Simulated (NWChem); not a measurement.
System: CH4O2Si; SMILES O1CO[SiH2]1

NWChem input:

```
start job
memory heap 200 mb stack 900 mb global 1100 mb
geometry units angstroms noautosym nocenter noautoz
  C      0.000000     0.000000    -1.259975
  O      0.000000     1.103357    -0.362872
  Si     0.000000     0.000000     0.917071
  O      0.000000    -1.103357    -0.362872
  H     -0.904923     0.000000    -1.895290
  H      0.904923     0.000000    -1.895290
  H      1.218532     0.000000     1.771246
  H     -1.218532     0.000000     1.771246
end
basis spherical
  * library 6-31g*
end
dft
  xc hfexch
  iterations 150
  mulliken
end
task dft energy
esp
  recalculate
  probe 0.07
  range 0.3
  factor 1.0
  spacing 0.02
end
task esp
```

All runs use the structure optimised with PBE0/def2-SVP.

Atomic charges in e: unrestrained fits to the electrostatic potential beside Mulliken populations; buried atoms are poorly determined by the fit.

Atoms are numbered as in the input.

Q: What results follow from this input? (Hartree-Fock/6-31G* (spherical d).) Quantities: ESP C1; Mulliken C1; ESP O2; Mulliken O2; ESP Si3; Mulliken Si3; ESP O4; Mulliken O4; relative RMS misfit of the potential (%).

A: 
| Item | Result |
|---|---|
| ESP C1 | 0.65 |
| Mulliken C1 | 0.34 |
| ESP O2 | -0.69 |
| Mulliken O2 | -0.78 |
| ESP Si3 | 1.18 |
| Mulliken Si3 | 1.19 |
| ESP O4 | -0.69 |
| Mulliken O4 | -0.78 |
| relative RMS misfit of the potential (%) | 26 |
